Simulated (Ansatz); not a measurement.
`O/C=N/[AsH2]` + `N[SiH3]` → `[SiH3]N[AsH2]` + `N=CO` at 700 K and 1 bar (ligand exchange at the As–N bond).

Program: Ansatz. Geometries: PBE0-D4/def2-TZVP. ΔE: electronic, gas phase. CBS: MP2 limit from def2 TZ/QZ plus the TZ coupled-cluster correction, frozen cores. This one scheme is used for every species. For As outer-core shells are correlated without core-valence functions, which leaves a few kJ/mol of doubt a bond. Scalar relativity is left out up to krypton. One conformer a species, not always the lowest.

```csv
species,CCSD(T)/CBS energy (Eh),H − E (kJ/mol),S (J/(mol·K))
`O/C=N/[AsH2]`,-2405.31232,196.3,401.5
`N[SiH3]`,-346.80422,180.7,336.3
`[SiH3]N[AsH2]`,-2582.40077,216.7,432.7
`N=CO`,-169.71775,160.4,306.3
```

H − E and S are ideal-gas, rigid-rotor, harmonic terms from PBE0-D4/def2-TZVP, for one conformer and one mirror image of each species. 1 Eh = 2625.50 kJ/mol, R = 8.31446 J/(mol·K).

By hand: ΔE, ΔH, ΔS and ΔG.

ΔE = (-2582.40077) + (-169.71775) − (-2405.31232) − (-346.80422) = -0.00198 Eh = -5.2 kJ/mol. Δ(H − E) = 216.7 + 160.4 − 196.3 − 180.7 = 0.1, so ΔH = -5.1 kJ/mol. ΔS = 432.7 + 306.3 − 401.5 − 336.3 = 1.2 J/(mol·K). ΔG = -5.1 − 700 × (1.2)/1000 = -5.9 kJ/mol.

By hand: the equilibrium constant, and the temperature at which ΔG would vanish if ΔH and ΔS stayed fixed.

log₁₀ K = −ΔG/(RT ln 10) = 0.4. ΔH and −TΔS have one sign here, so there is no such temperature. One of them is within its doubt of zero, so this could turn.

The number of gas molecules stays the same, so ΔS is small and ΔH decides. The sign of ΔG lies within the doubt. A doubt of 5 kJ/mol in ΔE shifts log₁₀ K by 0.4 here. Other conformers and mirror images would add mixing entropy, several J/(mol·K) or more a flexible species. These are equilibria of isolated gas molecules and say nothing of rates. Largest T1 diagnostic: 0.014 (customary marks: 0.02 for closed shells, 0.045 for open ones).
